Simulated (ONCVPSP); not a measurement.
# u(r) = r·R(r): atom against pseudo-atom (nitrogen)

Columns: radius, all-electron u(r) and pseudo u(r) of the 2p shell (level -7.24 eV) of nitrogen in the configuration [He] 2s2 2p3; LDA (Perdew-Wang 92), scalar-relativistic, ONCV scheme, ONCVPSP 4.0.1.

```json
{"r (bohr)": "0.090", "all-electron": "0.0613", "pseudo": "0.0251"}
{"r (bohr)": "0.180", "all-electron": "0.1849", "pseudo": "0.0964"}
{"r (bohr)": "0.270", "all-electron": "0.3202", "pseudo": "0.2036"}
{"r (bohr)": "0.360", "all-electron": "0.4445", "pseudo": "0.3315"}
{"r (bohr)": "0.450", "all-electron": "0.5492", "pseudo": "0.4638"}
{"r (bohr)": "0.540", "all-electron": "0.6320", "pseudo": "0.5853"}
{"r (bohr)": "0.630", "all-electron": "0.6939", "pseudo": "0.6851"}
{"r (bohr)": "0.720", "all-electron": "0.7367", "pseudo": "0.7572"}
{"r (bohr)": "0.810", "all-electron": "0.7634", "pseudo": "0.8007"}
{"r (bohr)": "0.900", "all-electron": "0.7765", "pseudo": "0.8190"}
{"r (bohr)": "0.990", "all-electron": "0.7787", "pseudo": "0.8177"}
{"r (bohr)": "1.080", "all-electron": "0.7723", "pseudo": "0.8029"}
{"r (bohr)": "1.170", "all-electron": "0.7593", "pseudo": "0.7803"}
{"r (bohr)": "1.260", "all-electron": "0.7413", "pseudo": "0.7538"}
{"r (bohr)": "1.350", "all-electron": "0.7197", "pseudo": "0.7261"}
{"r (bohr)": "1.440", "all-electron": "0.6955", "pseudo": "0.6981"}
{"r (bohr)": "1.530", "all-electron": "0.6695", "pseudo": "0.6703"}
{"r (bohr)": "1.620", "all-electron": "0.6424", "pseudo": "0.6426"}
{"r (bohr)": "1.710", "all-electron": "0.6148", "pseudo": "0.6148"}
{"r (bohr)": "1.800", "all-electron": "0.5871", "pseudo": "0.5871"}
{"r (bohr)": "1.890", "all-electron": "0.5595", "pseudo": "0.5595"}
{"r (bohr)": "1.980", "all-electron": "0.5323", "pseudo": "0.5323"}
{"r (bohr)": "2.070", "all-electron": "0.5057", "pseudo": "0.5057"}
{"r (bohr)": "2.160", "all-electron": "0.4799", "pseudo": "0.4799"}
{"r (bohr)": "2.250", "all-electron": "0.4548", "pseudo": "0.4548"}
{"r (bohr)": "2.340", "all-electron": "0.4306", "pseudo": "0.4306"}
```

Problem. How many radial nodes do the two functions have?

Solution. The all-electron 2p function has n − l − 1 = 0; the pseudo-wave has 0.

Problem. At about which radius was the pseudo-wave matched?

Solution. 1.80 bohr. The columns agree to 0.0005 from 1.62 bohr on; several derivatives are matched, so the curves merge somewhat inside the radius.

Problem. Is the pseudo-wave norm-conserving?

Solution. Yes: the ONCV scheme keeps the norm inside the radius equal to the all-electron one, which fixes the energy derivative of the logarithmic derivative at the level.
